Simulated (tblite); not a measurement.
C2H12NPSi2.
Z-matrix (Å and degrees, GFN2-xTB geometry), rows numbered from 1:
```
C 
C   1  1.5265
N   2  1.4517  1  112.05
Si  3  1.7200  2  123.37  1    88.60
Si  2  1.9263  1  112.69  3  -122.62
P   5  2.2386  2  111.01  1   175.08
H   1  1.0893  2  110.25  3   -57.06
H   1  1.0886  2  110.42  3    62.69
H   1  1.0869  2  110.45  3  -177.41
H   2  1.0950  1  108.06  3   116.77
H   3  1.0097  2  111.16  1   -59.87
H   4  1.4645  3  105.31  2    55.97
H   4  1.4601  3  104.08  2   175.53
H   4  1.4720  3  115.73  2   -63.54
H   5  1.4692  2  108.37  1    57.31
H   5  1.4669  2  110.14  1   -62.63
H   6  1.3851  5   95.01  2    65.48
H   6  1.3823  5   94.50  2   -27.25
```

Computed with GFN2-xTB (tblite): harmonic, unscaled wavenumbers at the GFN2-xTB geometry, gas phase. This tight-binding method is rough: wavenumbers can miss measured ones by several per cent, in bad cases by 10 to 20. Modes of hydrogen on phosphorus and silicon can be 10 to 20 % off. One conformer, not necessarily the lowest.

Harmonic wavenumbers (cm⁻¹): 40.1, 47.3, 69.0, 99.8, 125.0, 194.2, 214.2, 226.0, 299.4, 384.4, 428.7, 488.6, 525.9, 544.4, 572.3, 602.2, 631.7, 692.9, 710.3, 738.4, 751.8, 762.5, 808.4, 826.8, 846.8, 984.2, 1019.0, 1079.3, 1136.4, 1150.9, 1207.2, 1277.4, 1382.0, 1404.5, 1493.9, 1503.3, 2173.8, 2202.6, 2219.6, 2247.3, 2284.0, 2297.0, 2381.1, 2921.4, 3009.1, 3021.1, 3036.6, 3433.2.

A = 2261, B = 1046, C = 754.6 MHz; mass 137.025 u (most abundant isotopes); point group C1, symmetry number 1.

**Question.** Zero-point energy?

**Answer.** ½Σν̃ = 28248 cm⁻¹ = 337.92 kJ/mol.

**Question.** Give the ideal-gas entropy at 273.15 K and 1 bar in the rigid-rotor, harmonic-oscillator model (classical rotation).

**Answer.** Translation 168.40, rotation 122.66, vibration 137.82: S = 428.9 J/(mol K).

**Question.** And Cp and H(273.15 K) − H(0)?

**Answer.** Cp = 167.07 J/(mol K), of which vibrations give 133.82 (their classical limit is 48 R = 399.1); H(273.15 K) − H(0) = 28.18 kJ/mol without the zero-point energy, 19.10 from vibrations.

**Question.** Which modes carry the vibrational entropy at 273.15 K?

**Answer.** 40.1 cm⁻¹: 21.26; 47.3 cm⁻¹: 19.89; 69.0 cm⁻¹: 16.78; 99.8 cm⁻¹: 13.76; 125.0 cm⁻¹: 11.94; 194.2 cm⁻¹: 8.48 J/(mol K); the other 42 give 45.72 together.

**Question.** Blend soft modes into free rotors: weight 1/[1 + (100 cm⁻¹/ν̃)⁴] for the oscillator and the rest for a rotor with moment μB/(μ + B), μ = h/(8π²ν), B = 10⁻⁴⁴ kg m². What vibrational entropy results?

**Answer.** 122.84 J/(mol K) in place of 137.82, which changes −T·S at 273.15 K by +4.09 kJ/mol.

Hindered rotation and anharmonicity are outside this model. Other conformers, if any are populated, would add a mixing term that is left out. The structure is chiral; the term R ln 2 for an equal mix with its mirror image is left out.

On Arm Neoverse V2, one thread, no GPU, shared host with 32 logical CPUs at a one-minute load of 29, this took 0.6 s of wall time. This covers the Hessian and the dipole derivatives.
